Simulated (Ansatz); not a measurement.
Start from `[NH2][Sc]([NH2])[NH2]` and change one element to get `[NH2][Y]([NH2])[NH2]`.

Ansatz, PBE0-D4/def2-TZVP geometries, multiplicity 1. Each molecule was computed in one conformer, which needn't be the lowest.

Elements past krypton have def2 core potentials. Scalar relativity is left out up to krypton.

```
                                        property  `[NH2][Sc]([NH2])[NH2]`
             HOMO–LUMO gap (PBE/def2-TZVPP) / eV                     3.43
              HOMO energy (PBE0/def2-TZVPP) / eV                    -6.64
             LUMO energy (B3LYP/def2-TZVPP) / eV                    -1.39
               LUMO energy (PBE/def2-TZVPP) / eV                    -1.88
               HOMO energy (PBE/def2-TZVPP) / eV                    -5.31
size of the dipole moment (B3LYP/def2-TZVPP) / D                     0.00
```

(1) Give the same properties after the change, and the shifts. (An estimate is asked.)

Results:

(1) The calculation gave: 
```
                                        property  `[NH2][Y]([NH2])[NH2]`  shift
             HOMO–LUMO gap (PBE/def2-TZVPP) / eV                    3.16  -0.27
              HOMO energy (PBE0/def2-TZVPP) / eV                   -6.31   0.33
             LUMO energy (B3LYP/def2-TZVPP) / eV                   -1.45  -0.06
               LUMO energy (PBE/def2-TZVPP) / eV                   -1.85   0.03
               HOMO energy (PBE/def2-TZVPP) / eV                   -5.01   0.30
size of the dipole moment (B3LYP/def2-TZVPP) / D                    0.00   0.00
```

With PBE0 the HOMO rises by 0.33 eV and the LUMO falls by 0.09 eV, so the gap narrows by about 0.42 eV. PBE moves the HOMO by 0.30 eV and ωB97M-V by 0.36 eV.

B3LYP here is the variant with VWN-RPA as its local correlation; programs differ in this.
